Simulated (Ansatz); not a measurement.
System: dimethylaminoboronic acid, C2H8BNO2, charge 0, multiplicity 1. 
Geometry from a B3LYP-D3(BJ)/def2-TZVP (Ansatz, a first-principles code) optimisation:
SMILES: N(B(O)O)(C)C
```xyz
14

C     -1.4245     0.1986    -1.2036
N     -0.6272    -0.1305    -0.0405
C     -1.3650    -0.7789     1.0234
B      0.7496     0.1559     0.0484
O      1.4260    -0.1994     1.2062
O      1.3663     0.7803    -1.0258
H     -2.2448     0.8768    -0.9388
H     -0.8080     0.6804    -1.9576
H     -1.8709    -0.7022    -1.6419
H     -0.7060    -0.9953     1.8598
H     -2.1829    -0.1411     1.3800
H     -1.8090    -1.7201     0.6769
H      2.3600     0.0170     1.2169
H      2.3030     0.9531    -0.9156
```

Dipole moments at this geometry, in debye (magnitudes).

```csv
level,program,dipole (D)
SVWN5/def2-TZVPD,Ansatz,1.32
BLYP/def2-TZVPD,Ansatz,1.31
B97M-V/def2-TZVPD,Ansatz,?
PBE0/def2-TZVPD,Ansatz,1.35
BHLYP/def2-TZVPD,Ansatz,1.41
CCSD(T)/aug-cc-pVDZ,Ansatz,?
```

Complete the blanks.


- B97M-V/def2-TZVPD, dipole (D): 1.41
- CCSD(T)/aug-cc-pVDZ, dipole (D): 1.29
